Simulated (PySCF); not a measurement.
Job for PySCF: R-MP2/6-31G* on CH6BNO (SMILES CNBO), a point of a torsion scan.

```python
from pyscf import gto, scf, dft, mp
from pyscf.data.elements import chemcore

mol = gto.M(
    atom='''
    C    -1.06895945    0.63253782   -0.01062563
    N    -0.42409409   -0.65262144    0.16436812
    B     0.50927828   -0.95655673    1.15631655
    O     0.94569381    0.05348998    1.95934602
    H    -0.33791633    1.41921969    0.16746706
    H    -1.90321080    0.76433412    0.68536037
    H    -1.44470887    0.73052301   -1.02984149
    H    -0.83052902   -1.38728904   -0.39036831
    H     0.90828024   -2.06417100    1.24526121
    H     1.61115547   -0.19967120    2.59450717
    ''',
    basis='6-31g*',
    cart=True,
    charge=0, spin=0, verbose=3, max_memory=1800)
mf = scf.RHF(mol)
mf.conv_tol = 1e-8
mf.max_cycle = 100
mf.kernel()
if not mf.converged:
    mf = mf.newton().run(mf.mo_coeff, mf.mo_occ)
pt = mp.MP2(mf, frozen=chemcore(mol)).run()
```

It printed:

```
converged SCF energy = -195.436266659163
E(RMP2) = -195.984247791958  E_corr = -0.547981132795306
E(SCS-RMP2) = -195.974881127451  E_corr = -0.538614468288784
```

Self-consistency was reached.

Cost: very roughly 3.0 core-seconds.
